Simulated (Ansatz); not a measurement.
`C[C@H](F)[C@H](F)C(F)F`. Total charge 0; spin multiplicity 1. All single points use the PBE0-D4/def2-TZVP geometry. It is one conformer, not always the lowest.

```xyz
14

C    -0.481    1.430   -0.854
C     0.620    0.425   -0.628
F     0.604   -0.515   -1.651
C     0.570   -0.305    0.701
F     1.799   -0.886    0.933
C    -0.452   -1.427    0.773
F    -0.399   -1.994    1.998
F    -1.698   -0.918    0.613
H    -0.333    1.911   -1.822
H    -1.462    0.958   -0.842
H    -0.453    2.201   -0.082
H     1.599    0.915   -0.669
H     0.369    0.405    1.510
H    -0.283   -2.200    0.020
```

(1) What is the dipole moment at r2SCAN/def2-TZVPP? (Best estimate.)

(2) And with PBE, B3LYP, ωB97M-V? (An estimate is asked.)

(3) Give the Mulliken charges with r2SCAN, ωB97M-V, PBE in def2-TZVPP. (Best estimate.)

Results:

(1) Computed: 2.31 D, with components (-0.22, 2.26, -0.45) D in this frame, pointing from negative to positive charge.

(2) Ansatz gave: PBE 2.21 D, B3LYP 2.36 D, ωB97M-V 2.35 D.

(3) The calculation gave: 
```
atom  r2SCAN  ωB97M-V    PBE
  C1   -0.17    -0.30  -0.27
  C2    0.23     0.11   0.15
  F3   -0.25    -0.23  -0.21
  C4    0.21     0.12   0.15
  F5   -0.22    -0.21  -0.18
  C6    0.31     0.25   0.21
  F7   -0.19    -0.18  -0.15
  F8   -0.20    -0.19  -0.16
  H9    0.06     0.12   0.10
 H10    0.07     0.12   0.10
 H11    0.04     0.10   0.08
 H12    0.03     0.10   0.06
 H13    0.03     0.09   0.05
 H14    0.06     0.11   0.07
```

B3LYP here is the variant with VWN-RPA as its local correlation; programs differ in this.
